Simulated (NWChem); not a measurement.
System: C3H4F2O; SMILES FC1(F)COC1

```xyz
10

F      0.0000     1.0956    -1.2269
C      0.0000     0.0000    -0.4230
F      0.0000    -1.0956    -1.2269
C      1.0487     0.0000     0.6946
O      0.0000     0.0000     1.6921
C     -1.0487     0.0000     0.6946
H      1.6706    -0.9009     0.7366
H      1.6706     0.9009     0.7366
H     -1.6706     0.9009     0.7366
H     -1.6706    -0.9009     0.7366
```
Atoms are numbered in this order, from 1.

Program: NWChem. Pople sets run with spherical d functions. Structure relaxed at the B3LYP/6-31G* (spherical d) level. B3LYP is NWChem's, with the RPA form of VWN correlation. Level: B3LYP/6-31G* with SMD (1 M gas to 1 M solution), gas-phase geometry.

### Question
What does the run give for solvent water? Quantities: solvation free energy (kcal/mol); cavity-dispersion-structure term (kcal/mol); dipole in solution (D).

### Answer
* **solvation free energy (kcal/mol)**: -2.4
* **cavity-dispersion-structure term (kcal/mol)**: 3.6
* **dipole in solution (D)**: 0.07
